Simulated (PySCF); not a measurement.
# Which determinant of NaZn lies lowest?

Unrestricted PBE0; PySCF, no relativity, basis sets Na 6-31G(d,p), Zn 6-31G(d,p). Outer shells of the fragments: Na 3s1; Zn 3d10 4s2.

Followed along the bond (rough minima from three points):

| 2Ms+1 | unpaired | ⟨S²⟩ at the start | R at minimum (Å) | Te (eV) |
| --- | --- | --- | --- | --- |
| 2 | σ ↑ | 0.76 | 2.83 | 0.00 |
| 2 | π ↑ | 0.75 | none in the scan | ≤ 0.98 |
| 4 | σ ↑↑, π ↑ | 3.75 | none in the scan | ≤ 3.48 |

Solutions found at the starting distance of 2.765 Å, counted from the lowest of them; the search is not exhaustive and high or unbound solutions are not listed, so other states can lie among these:

```
2Ms+1   unpaired   term  E (eV)  ⟨S²⟩  ⟨Lz²⟩  μ (D)
    2        σ ↑    ²Σ⁺    0.00  0.76   0.00  -0.24
    2        π ↑     ²Π    1.06  0.75   1.00  -3.65
    4  σ ↑↑, π ↑     ⁴Π    3.48  3.75   1.00  -2.80
    2  σ ↑↑, π ↓  mixed    4.25  1.75   1.00  -2.60
    4      σ ↑↑↑    ⁴Σ⁺    4.34  3.75   0.00   4.44
    4  σ ↑, π ↑↑    ⁴Σ⁻    4.41  3.75   0.00  -5.08
    4  σ ↑, π ↑↑  mixed    6.22  3.75   2.00   3.15
```

A term symbol is given only where ⟨S²⟩ and ⟨Lz²⟩ are close to those of a pure state; real π, δ and φ orbitals otherwise mix terms. A positive dipole means Na(−)Zn(+).

Counting both spins, an empty level lies below a filled one in some of these solutions, because spin and occupation are held.
